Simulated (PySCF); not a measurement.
## Polarisability and C₆ of Tc⁺ (technetium, charge +1)

[Kr] 4d6, high-spin 5D determinant (an excited configuration). Calculation: PySCF 2.14, in aug-cc-pVDZ-PP with ECP28MDF; a scalar-relativistic core potential. Coupled (time-dependent) response in atomic units; α is the mean over directions. A double-zeta set is small for polarisabilities.

```
method  mean α (bohr³)         α xx, yy, zz  C₆ (like pair)  S(−4)
   UHF           15.13  15.85, 15.85, 13.69           93.91  130.0
   PBE           18.73  19.54, 19.54, 17.11           117.5  246.5
  PBE0           17.17  17.90, 17.90, 15.72           108.3  178.0
 HSE06           17.21  17.94, 17.94, 15.74           108.4  178.8
```

S(−4) is the Cauchy moment in α(ω) = α(0) + S(−4) ω² + …

Spin-orbit coupling is absent.

α(iu) at UHF:

| u (hartree) | α(iu) (bohr³) |
| --- | --- |
| 0 | 15.13 |
| 0.0500 | 14.82 |
| 0.100 | 14.03 |
| 0.200 | 12.00 |
| 0.300 | 10.22 |
| 0.500 | 7.775 |
| 0.750 | 5.839 |
| 1.00 | 4.524 |
| 1.50 | 2.901 |
| 2.00 | 1.994 |
| 3.00 | 1.088 |
| 5.00 | 0.4558 |

A single London oscillator, α(iu) = α/(1 + u²/ω²), gives C₆ = (3/4) ω α². Matching the computed C₆ needs ω = 4 × 93.91 / (3 × 15.13²) = 0.547 hartree.

For an ion, C₆ is the dispersion term alone; charge-induced terms of lower order in 1/R come first.

The components differ because the open shell of this determinant is not spherical; for a pure term their mean is the scalar polarisability.

Energies and moments cover only the electrons outside the core potential.
